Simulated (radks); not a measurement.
Values are calculated unless marked as measured or tabulated.
Valence configurations of La+ (all share [Xe]). Level of theory: scalar-relativistic Kohn-Sham, r2SCAN, spin-polarised, spherical densities, finite nucleus; open shells are filled with parallel spins first (spin-orbit coupling, left out, can overturn this in heavy ions); meta-GGA in the generalised Kohn-Sham scheme; Fermi nuclear charge, rms radius 4.855 fm (a radial shooting solver on a logarithmic mesh with Libxc functionals). Energies are relative to 5d2; eigenvalues in eV for spin up.

| valence | E (eV) | moment (Bohr magnetons) | e(4f) | e(5d) | e(6p) | e(6s) |
|---|---|---|---|---|---|---|
| 5d1 6s1 | -0.007 | 2 | - | -8.825 | - | -8.900 |
| 5d2 | 0.000 | 2 | - | -7.497 | - | - |
| 5d1.5 6s0.5 | 0.014 | 2 | - | -8.188 | - | -8.169 |
| 4f0.5 5d1.5 | 0.377 | 2 | -5.265 | -6.839 | - | - |
| 4f1 6s1 | 0.744 | 2 | -5.083 | - | - | -8.216 |
| 6s2 | 1.167 | 0 | - | - | - | -9.253 |
| 4f1 5d1 | 1.475 | 2 | -3.457 | -6.270 | - | - |
| 5d1 6p1 | 3.106 | 2 | - | -9.513 | -6.192 | - |
| 4f1 6p1 | 3.487 | 2 | -6.076 | - | -5.863 | - |
| 4f2 | 4.908 | 2 | -2.319 | - | - | - |

NIST lists [Xe] 5d2 as the ground configuration; this level of theory puts 5d1 6s1 lower, by 0.007 eV. The energies are those of spherical high-spin densities, not of single terms.
